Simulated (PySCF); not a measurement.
Compound: C6H2F4.
Cartesian coordinates in Å at the PBE0-D3(BJ)/def2-SVP level; atoms count from 1:
```
atom  x, y, z in Å
F1     1.2288    2.4181    0.0654
C2     0.5950    1.2545    0.0260
C3    -0.7840    1.1938   -0.1091
C4    -1.4226   -0.0454   -0.1461
C5    -0.6768   -1.2104   -0.0469
F6    -1.2610   -2.3996   -0.0791
C7     0.7114   -1.1544    0.0890
F8     1.4245   -2.2615    0.1843
C9     1.3491    0.0838    0.1247
F10    2.6618    0.1431    0.2515
H11   -1.3458    2.1258   -0.1846
H12   -2.5055   -0.1226   -0.2522
```

Level: PBE0/pcSseg-1 and CAM-B3LYP/def2-SVPD in PySCF, non-relativistic, on one gas-phase PBE0-D3(BJ)/def2-SVP geometry that isn't relaxed in the solvent. The solvent is an IEF-PCM continuum (cavity from Bondi-type radii × 1.2). The model holds no explicit solvent molecules, cavitation or dispersion.

Gas phase at PBE0/pcSseg-1: HOMO -7.59 eV, LUMO -0.96 eV, dipole 2.35 D.

Task: What does the continuum do to the energy, the frontier levels and the dipole at PBE0/pcSseg-1 in benzene, chloroform and methanol?

Result: 
| solvent | ε | E(solvent) − E(gas) (kJ/mol) | polarisation term (kJ/mol) | distortion of the solute (kJ/mol) | HOMO (eV) | LUMO (eV) | dipole (D) |
| --- | --- | --- | --- | --- | --- | --- | --- |
| benzene | 2.271 | -5.61 | -5.99 | 0.38 | -7.50 | -0.84 | 2.66 |
| chloroform | 4.711 | -8.90 | -9.86 | 0.96 | -7.45 | -0.78 | 2.85 |
| methanol | 32.61 | -12.20 | -14.01 | 1.81 | -7.42 | -0.73 | 3.04 |

The polarisation term is half the interaction of the solute with the surface charges that it induces; the rest is the cost of distorting the solute's density. The sum is the electrostatic part of solvation alone. From benzene to methanol the lowering changes by a factor 2.18, Onsager's factor (ε − 1)/(2ε + 1) by 2.08 and ε itself by 14.4.

Task: Which radius a makes the point-dipole formula ΔE = −[(ε − 1)/(2ε + 1)]·μ²/a³ give the value in methanol, with the gas-phase dipole?

Result: μ = 0.923 au and |ΔE| = 0.00465 Eh give a = 2.35 Å; the farthest nucleus lies 2.71 Å from the centroid of the nuclei, so such a sphere wouldn't even hold the nuclei. The formula assumes a rigid point dipole at the centre of a sphere.

Task: Give the dipole vector in the frame of the coordinates (D, pointing from negative to positive charge), gas and methanol.

Result: Gas (-2.07, 1.07, -0.23), solvent (-2.69, 1.39, -0.30). Its length changes by +30 % and its direction by less than 1°.

Task: Which Hirshfeld charges (PBE0/pcSseg-1) respond most in benzene (means over atoms taken as equivalent)?

Result: 
| atoms | environment | gas (e) | solvent (e) | change |
| --- | --- | --- | --- | --- |
| H11/H12 | aromatic hydrogen | +0.066 | +0.071 | +0.005 |
| F8/F10 | aryl fluorine | -0.061 | -0.066 | -0.005 |
| F1/F6 | aryl fluorine | -0.068 | -0.071 | -0.003 |
| C3/C4 | aromatic CH carbon | -0.064 | -0.060 | +0.004 |
| C7/C9 | aromatic C–F carbon | +0.058 | +0.057 | -0.001 |
| C2/C5 | aromatic C–F carbon | +0.069 | +0.069 | 0.000 |

Gas phase at CAM-B3LYP/def2-SVPD: HOMO -8.92 eV, LUMO 0.01 eV, dipole 2.58 D.

Task: What does the continuum do to the energy, the frontier levels and the dipole at CAM-B3LYP/def2-SVPD in benzene and chloroform?

Result: 
| solvent | ε | E(solvent) − E(gas) (kJ/mol) | polarisation term (kJ/mol) | distortion of the solute (kJ/mol) | HOMO (eV) | LUMO (eV) | dipole (D) |
| --- | --- | --- | --- | --- | --- | --- | --- |
| benzene | 2.271 | -6.45 | -6.95 | 0.50 | -8.81 | 0.15 | 2.95 |
| chloroform | 4.711 | -10.28 | -11.58 | 1.30 | -8.76 | 0.22 | 3.18 |

Task: How does the static polarisability (CAM-B3LYP/def2-SVPD, frozen core, with the continuum's full static response) change?

Result: 
```
    medium  isotropic (au)  principal values (au)  ⟨r²⟩ of the electrons (bohr²)
       gas            69.0       41.5, 81.8, 83.7                         1292.2
   benzene            78.4       46.1, 93.6, 95.4                         1292.3
chloroform            84.6     49.9, 101.3, 102.6                         1292.3
```

The isotropic value in chloroform is 1.23 times the gas-phase one; no cavity-field correction is applied. ⟨r²⟩ is taken about the centre of nuclear charge.
